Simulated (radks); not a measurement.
The nuclear charge of neutral calcium is varied continuously with 20 electrons held in [Ar] 4s2. Method: scalar-relativistic Kohn-Sham, BLYP, spin-polarised, spherical densities, point nucleus; computed with a radial shooting solver on a logarithmic mesh with Libxc functionals. By the Hellmann-Feynman theorem dE/dZ = E(electron-nucleus)/Z, the electronic potential at the nucleus. The scalar-relativistic energy here is not variational (the density holds large components alone), so the two differ by a part that grows with Z.

| Z | E (hartree) | E(electron-nucleus)/Z (hartree) | HOMO | e(HOMO) (eV) | <r> HOMO (bohr) |
|---|---|---|---|---|---|
| 19.8 | -664.49909 | -79.7674 | 4s | -2.417 | 4.266 |
| 19.9 | -672.50555 | -80.2876 | 4s | -3.001 | 4.124 |
| 20 | -680.56408 | -80.8073 | 4s | -3.614 | 3.997 |
| 20.1 | -688.67463 | -81.3266 | 4s | -4.257 | 3.881 |
| 20.2 | -696.83717 | -81.8456 | 4s | -4.927 | 3.774 |
| 20.3 | -705.05168 | -82.3644 | 4s | -5.624 | 3.676 |
| 20.4 | -713.31813 | -82.8829 | 4s | -6.346 | 3.585 |
| 20.5 | -721.63649 | -83.4012 | 4s | -7.094 | 3.501 |
| 20.6 | -730.00676 | -83.9194 | 4s | -7.866 | 3.421 |
| 20.7 | -738.42891 | -84.4374 | 4s | -8.662 | 3.347 |
| 20.8 | -746.90294 | -84.9553 | 4s | -9.482 | 3.277 |
| 20.9 | -755.42883 | -85.4731 | 4s | -10.325 | 3.211 |
| 21 | -764.00658 | -85.9907 | 4s | -11.191 | 3.149 |

The central difference of E at Z = 20 is -80.845 hartree, to compare with the third column; the second derivative is -5.2 hartree.
